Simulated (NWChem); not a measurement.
Everything below was run with NWChem. System: CH3Li, charge 0, spin multiplicity 1, displaced from the optimised geometry. The structure started from a generated list of species. Level: B3LYP/cc-pVDZ, VWN1-RPA local correlation, spin-restricted.

Part of the output:

```
             Northwest Computational Chemistry Package (NWChem) 7.3.0
             --------------------------------------------------------

                                NWChem Input Module
                                -------------------

 Scaling coordinates for geometry "geometry" by  1.889725989
 (inverse scale =  0.529177249)

                             Geometry "geometry" -> ""
                             -------------------------

 Output coordinates in angstroms (scale by  1.889725989 to convert to a.u.)

  No.       Tag          Charge          X              Y              Z
 ---- ---------------- ---------- -------------- -------------- --------------
    1 Li                   3.0000     0.92872300    -1.29073900     0.00000000
    2 C                    6.0000    -0.22310600     0.31007500     0.00000000
    3 H                    1.0000    -0.89485700     0.37388600     0.87987900
    4 H                    1.0000    -0.84111700     0.36878100    -0.80948900
    5 H                    1.0000     0.34218000     1.26399400     0.00000000

 Effective nuclear repulsion energy (a.u.)      16.4280453352

            Nuclear Dipole moment (a.u.)
            ----------------------------
        X                 Y               Z
 ---------------- ---------------- ----------------
     0.1015519849    -0.0096489409     0.1330178123


 Summary of "ao basis" -> "" (spherical)
 ------------------------------------------------------------------------------
       Tag                 Description            Shells   Functions and Types
 ---------------- ------------------------------  ------  ---------------------
 *                          cc-pvdz                   on all atoms

                                 NWChem DFT Module
                                 -----------------

 Summary of "ao basis" -> "ao basis" (spherical)
 ------------------------------------------------------------------------------
       Tag                 Description            Shells   Functions and Types
 ---------------- ------------------------------  ------  ---------------------
 Li                         cc-pvdz                  6       14   3s2p1d
 C                          cc-pvdz                  6       14   3s2p1d
 H                          cc-pvdz                  3        5   2s1p

 Summary of "ao basis" -> "ao basis" (spherical)
 ------------------------------------------------------------------------------
       Tag                 Description            Shells   Functions and Types
 ---------------- ------------------------------  ------  ---------------------
 Li                         cc-pvdz                  6       14   3s2p1d
 C                          cc-pvdz                  6       14   3s2p1d
 H                          cc-pvdz                  3        5   2s1p

            General Information
            -------------------
          SCF calculation type: DFT
          Wavefunction type:  closed shell.
          No. of atoms     :     5
          No. of electrons :    12
           Alpha electrons :     6
            Beta electrons :     6
          Charge           :     0
          Spin multiplicity:     1
          Use of symmetry is: off; symmetry adaption is: off
          Maximum number of iterations: 100
          AO basis - number of functions:    43
                     number of shells:    21
          Convergence on energy requested:  1.00D-06
          Convergence on density requested:  1.00D-05
          Convergence on gradient requested:  5.00D-04

              XC Information
              --------------
                         B3LYP Method XC Potential
                     Hartree-Fock (Exact) Exchange  0.200
                        Slater Exchange Functional  0.800 local
                    Becke 1988 Exchange Functional  0.720 non-local
              Lee-Yang-Parr Correlation Functional  0.810
                  VWN I RPA Correlation Functional  0.190 local

             Grid Information
             ----------------
          Grid used for XC integration:  medium
          Radial quadrature: Mura-Knowles
          Angular quadrature: Lebedev.
          Tag              B.-S. Rad. Rad. Pts. Rad. Cut. Ang. Pts.
[...]
                  --------------- ------------------- ---------------
          dE  on:    start            ASAP                start
          dE off:    2 iters        100 iters           100 iters

      Screening Tolerance Information
      -------------------------------
          Density screening/tol_rho:  1.00D-10
          AO Gaussian exp screening on grid/accAOfunc:  14
          CD Gaussian exp screening on grid/accCDfunc:  20
          XC Gaussian exp screening on grid/accXCfunc:  20
          Schwarz screening/accCoul:  1.00D-08

      Superposition of Atomic Density Guess
      -------------------------------------

 Sum of atomic energies:         -46.59640295

      Non-variational initial energy
      ------------------------------

 Total energy =     -47.063099
 1-e energy   =     -93.459527
 2-e energy   =      29.968382
 HOMO         =      -0.308607
 LUMO         =      -0.046050

------------------------------------------------------------
EAF file 0: "./mol.aoints.0" size=524288 bytes
------------------------------------------------------------
               write      read    awrite     aread      wait
               -----      ----    ------     -----      ----
     calls:        1         0         0         0         0
   data(b): 5.24e+05  0.00e+00  0.00e+00  0.00e+00
   time(s): 0.00e+00  0.00e+00  0.00e+00  0.00e+00  0.00e+00
rate(mb/s): 0.00e+00  0.00e+00
------------------------------------------------------------

   convergence    iter        energy       DeltaE   RMS-Dens  Diis-err    time
 ---------------- ----- ----------------- --------- --------- ---------  ------
 d= 0,ls=0.0,diis     1    -47.3601302649 -6.38D+01  2.21D-02  2.54D-01     0.6
 d= 0,ls=0.0,diis     2    -47.3048776765  5.53D-02  1.40D-02  5.45D-01     0.8
 d= 0,ls=0.0,diis     3    -47.3959260095 -9.10D-02  1.88D-03  9.54D-03     0.9
 d= 0,ls=0.0,diis     4    -47.3974959718 -1.57D-03  1.97D-04  3.34D-05     1.0
 d= 0,ls=0.0,diis     5    -47.3975068198 -1.08D-05  4.56D-05  2.19D-06     1.2
 d= 0,ls=0.0,diis     6    -47.3975072935 -4.74D-07  1.29D-05  6.37D-08     1.3
 d= 0,ls=0.0,diis     7    -47.3975073236 -3.01D-08  2.95D-06  3.71D-09     1.5

         Total DFT energy =      -47.397507323611
      One electron energy =      -95.799424005021
           Coulomb energy =       40.440156279511
    Exchange-Corr. energy =       -8.466284933264
 Nuclear repulsion energy =       16.428045335162

 Numeric. integr. density =       12.000000396072

     Total iterative time =      1.3s

                       DFT Final Molecular Orbital Analysis
                       ------------------------------------

 Vector    4  Occ=2.000000D+00  E=-3.180577D-01
              MO Center= -4.0D-01,  4.2D-01, -1.4D-01, r^2= 1.3D+00
   Bfn.  Coefficient  Atom+Function         Bfn.  Coefficient  Atom+Function
  ----- ------------  ---------------      ----- ------------  ---------------
    20      0.371137  2 C  pz                34     -0.359130  4 H  s
    35     -0.197455  4 H  s                 29      0.189866  3 H  s
    39      0.189843  5 H  s                 18      0.177653  2 C  px
    23      0.123415  2 C  pz                19      0.119947  2 C  py
    30      0.103714  3 H  s                 40      0.103702  5 H  s

 Vector    5  Occ=2.000000D+00  E=-3.074803D-01
              MO Center= -2.4D-01,  5.5D-01,  2.2D-01, r^2= 1.4D+00
   Bfn.  Coefficient  Atom+Function         Bfn.  Coefficient  Atom+Function
  ----- ------------  ---------------      ----- ------------  ---------------
    29     -0.313609  3 H  s                 39      0.313623  5 H  s
    18      0.292570  2 C  px                19      0.210520  2 C  py
    20     -0.208081  2 C  pz                30     -0.178303  3 H  s
    40      0.178312  5 H  s                 21      0.109030  2 C  px
    22      0.078452  2 C  py                23     -0.077544  2 C  pz

 Vector    6  Occ=2.000000D+00  E=-1.758118D-01
              MO Center=  2.2D-02, -3.1D-02, -5.2D-04, r^2= 1.7D+00
   Bfn.  Coefficient  Atom+Function         Bfn.  Coefficient  Atom+Function
  ----- ------------  ---------------      ----- ------------  ---------------
    19      0.376732  2 C  py                 2     -0.336861  1 Li s
    18     -0.271854  2 C  px                 5     -0.229193  1 Li py
    22      0.211811  2 C  py                17     -0.197163  2 C  s
     4      0.166556  1 Li px                21     -0.149895  2 C  px
    30      0.120270  3 H  s                 40      0.120267  5 H  s

 Vector    7  Occ=0.000000D+00  E=-4.858007D-02
              MO Center=  1.5D+00, -2.1D+00, -1.9D-02, r^2= 5.4D+00
   Bfn.  Coefficient  Atom+Function         Bfn.  Coefficient  Atom+Function
  ----- ------------  ---------------      ----- ------------  ---------------
     3      0.693612  1 Li s                  5     -0.337484  1 Li py
     4      0.239678  1 Li px                 8     -0.155001  1 Li py
     2      0.136302  1 Li s                 17     -0.129584  2 C  s
     7      0.108040  1 Li px                19      0.097524  2 C  py
     1     -0.079774  1 Li s                 18     -0.072407  2 C  px

 Vector    8  Occ=0.000000D+00  E= 2.974717D-03
              MO Center=  1.0D+00, -1.4D+00,  1.8D-03, r^2= 1.1D+01
   Bfn.  Coefficient  Atom+Function         Bfn.  Coefficient  Atom+Function
  ----- ------------  ---------------      ----- ------------  ---------------
     9      0.680362  1 Li pz                 7      0.338828  1 Li px
     6      0.294244  1 Li pz                 8      0.201782  1 Li py
    35      0.189328  4 H  s                  4      0.141449  1 Li px
     5      0.094338  1 Li py                30     -0.091283  3 H  s
    40     -0.091311  5 H  s                 34      0.067700  4 H  s

 Vector    9  Occ=0.000000D+00  E= 3.287976D-03
              MO Center=  1.0D+00, -1.4D+00, -2.5D-02, r^2= 1.1D+01
   Bfn.  Coefficient  Atom+Function         Bfn.  Coefficient  Atom+Function
  ----- ------------  ---------------      ----- ------------  ---------------
     7      0.554244  1 Li px                 8      0.398789  1 Li py
     9     -0.394293  1 Li pz                 4      0.238318  1 Li px
     5      0.171475  1 Li py                 6     -0.169541  1 Li pz
    30      0.162309  3 H  s                 40     -0.162291  5 H  s
    29      0.060060  3 H  s                 39     -0.060053  5 H  s

 center of mass
 --------------
 x =   0.20869349 y =  -0.28402827 z =   0.00608266

 moments of inertia (a.u.)
 ------------------
          55.969753779220          32.455947266103           0.411238846030
          32.455947266103          33.776820865986          -0.147667240674
           0.411238846030          -0.147667240674          79.458933504629

     Multipole analysis of the density
     ---------------------------------

     L   x y z        total         alpha         beta         nuclear
     -   - - -        -----         -----         ----         -------
     0   0 0 0     -0.000000     -6.000000     -6.000000     12.000000

     1   1 0 0      1.192588      0.545518      0.545518      0.101552
     1   0 1 0     -1.686041     -0.838196     -0.838196     -0.009649
     1   0 0 1     -0.028890     -0.080954     -0.080954      0.133018

     2   2 0 0     -6.187274    -11.149192    -11.149192     16.111110
     2   1 1 0     -3.741036      5.670755      5.670755    -15.082546
     2   1 0 1      0.041117      0.210701      0.210701     -0.380286
     2   0 2 0     -3.740921    -15.169768    -15.169768     26.598614
     2   0 1 1     -0.032357     -0.070548     -0.070548      0.108740
     2   0 0 2     -8.883194     -6.993943     -6.993943      5.104692

 Task  times  cpu:        1.5s     wall:        1.5s

 Total times  cpu:        1.5s     wall:        1.5s
```

Q: Write an NWChem input that would produce this output.

A: This is not unique; one that fits is 
```
start mol
memory heap 200 mb stack 900 mb global 1100 mb
geometry units angstroms nocenter noautoz noautosym
  Li     0.928723    -1.290739     0.000000
  C     -0.223106     0.310075     0.000000
  H     -0.894857     0.373886     0.879879
  H     -0.841117     0.368781    -0.809489
  H      0.342180     1.263994     0.000000
end
basis spherical
  * library cc-pvdz
end
dft
  xc b3lyp
  semidirect memsize 60000000 filesize 0
  iterations 100
end
task dft energy
```
